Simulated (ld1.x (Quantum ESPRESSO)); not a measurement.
Before and after: TM semilocal potential for ruthenium (Ru)

* Element: Ru (Z = 44)
* Generator: ld1.x (Quantum ESPRESSO) 7.5
* Type: norm-conserving Troullier–Martins (semilocal form)
* Functional: PBE
* Relativity: scalar-relativistic
* Frozen core: [Kr]
* Valence charge: 8
* Reference configuration: 4d7 5s1 5p0
* Partial waves: 5s (bound): rc 2.45 bohr; 5p (bound, empty): rc 4.00 bohr; 4d (bound): rc 1.95 bohr
* Local potential: the d channel
* Core correction: none

Change: all radii scaled by about 1.15 (s 2.82, p 4.62, d 2.24 bohr).

Cutoffs: the cutoffs (Ry, on a coarse ladder) from which the occupation-weighted sum of valence levels, in a spherical-Bessel basis at the reference potential, stays within 10 and 1 mRy of its value at 400 Ry; they do not see the model core or the augmentation charge, which bear on the density cutoff. Errors are all-electron minus pseudo energies relative to the spin-unpolarised reference configuration.

Question: How do hardness, ghosts and transferability respond?

Answer: The potential gets softer (45 Ry and 55 Ry → 40 Ry and 45 Ry); of the 7 tests that both files solve, the error grows in 4 and shrinks in 2 by more than 15 % and 0.3 meV (median size 9.9 → 23.6 meV); neither file shows a bound ghost. A larger radius leaves more room for a smooth pseudo-wave, so fewer plane waves are needed. A semilocal file is local in each channel, so a ghost entry of none says nothing of the separable form that plane-wave codes build from it.

| quantity | base | changed |
| --- | --- | --- |
| cutoff, loose | 45 Ry | 40 Ry |
| cutoff, tight | 55 Ry | 45 Ry |
| loose cutoff by channel (10 mRy a level) | s 6 Ry, d 40 Ry | s 6 Ry, d 35 Ry |
| bound ghosts | none | none |
| error for 4d7 5s0 5p0, meV [ΔE 7.29 eV] | +9.9 | +12 |
| error for 4d6 5s0 5p0, meV [ΔE 25.48 eV] | +52 | +34 |
| error for 4d5 5s0 5p0, meV [ΔE 56.10 eV] | -8.2 | -51 |
| error for 4d6 5s2 5p0, meV [ΔE 1.70 eV] | -50 | -42 |
| error for 4d7 5s0 5p1, meV [ΔE 3.46 eV] | +5.1 | +8.9 |
| error for 4d7 5s0.5 5p0, meV [ΔE 2.86 eV] | +1.0 | +1.5 |
| error for 4d6 5s1 5p0, meV [ΔE 10.11 eV] | -23 | -24 |
